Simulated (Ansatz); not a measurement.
Geometry optimisation, RKS PBE0-D4/6-31G* in Ansatz 0.2.0.

Input file:

```yaml
crystal:
  periodic: [false, false, false]
  atoms:
    - { symbol: Si, position_ang: [0.178039, 0.009235, 0.15711] }
    - { symbol: Si, position_ang: [0.187268, 0.023276, 2.414466] }
    - { symbol: H, position_ang: [-1.081691, -0.395051, 3.08912] }
    - { symbol: H, position_ang: [1.237907, -0.931881, 2.870912] }
    - { symbol: H, position_ang: [0.538916, 1.387436, 2.900461] }
    - { symbol: H, position_ang: [1.590798, -0.023314, -0.308328] }
    - { symbol: F, position_ang: [-0.477792, 1.322135, -0.480936] }
    - { symbol: F, position_ang: [-0.547368, -1.287457, -0.441257] }
    - { symbol: Cl, position_ang: [-3.088174, 0.144627, 0.838007] }
    - { symbol: H, position_ang: [-2.418902, -0.237105, 1.927245] }
basis:
  gaussian: { orbitals: "6-31G*" }
hamiltonian:
  xc: pbe0
  dispersion: d4
relax:
  f_tol: 0.03
  max_steps: 50
```

Run as:

```bash
$ ansatz run input.yaml --threads 2 --pin off --max-ram 3072MiB --backend cpu --events-out ev --progress --plain --runs-dir out
```

Where does it end, and by what steps?

The forces met the threshold. The force dipped under the threshold on the way, but the program's further checks kept it going. After 45 steps the energy has fallen by 0.271 eV; H10 moved furthest, 1.77 Å.

```
step  energy less start (eV)  largest force component (eV/Å)  accepted
   0                  0.0000                           1.232       yes
   2                 -0.1849                           0.425       yes
   4                 -0.1797                           0.659        no
   6                 -0.2134                           0.109       yes
   8                 -0.2218                           0.041       yes
  10                 -0.2117                           0.772        no
  12                 -0.2285                           0.280       yes
  14                 -0.2299                           0.537        no
  16                 -0.2407                           0.150       yes
  18                 -0.2487                           0.054       yes
  20                 -0.2309                           0.818        no
  22                 -0.2532                           0.233        no
  24                 -0.2550                           0.070       yes
  26                 -0.2559                           0.081       yes
  28                 -0.2568                           0.044       yes
  30                 -0.2574                           0.082       yes
  32                 -0.2580                           0.149        no
  34                 -0.2602                           0.057       yes
  36                 -0.2622                           0.152       yes
  38                 -0.2652                           0.042       yes
  40                 -0.2681                           0.128       yes
  42                 -0.2696                           0.013       yes
  44                 -0.2700                           0.130        no
  45                 -0.2705                           0.028       yes
```

```xyz
10
Properties=species:S:1:pos:R:3
Si 0.517 -0.130 0.054
Si 0.284 -0.146 2.377
H -0.729 -1.135 2.832
H 1.610 -0.519 2.950
H -0.073 1.215 2.863
H 1.680 0.669 -0.420
F -0.787 0.450 -0.686
F 0.718 -1.638 -0.464
Cl -3.157 0.632 1.222
H -3.944 0.613 2.237
```

Whether the end is a true minimum wasn't checked by a vibrational analysis.

Time of the run: 120 s on 2 threads of Arm Neoverse V2, with other jobs on the host, peak memory 0.22 GiB.
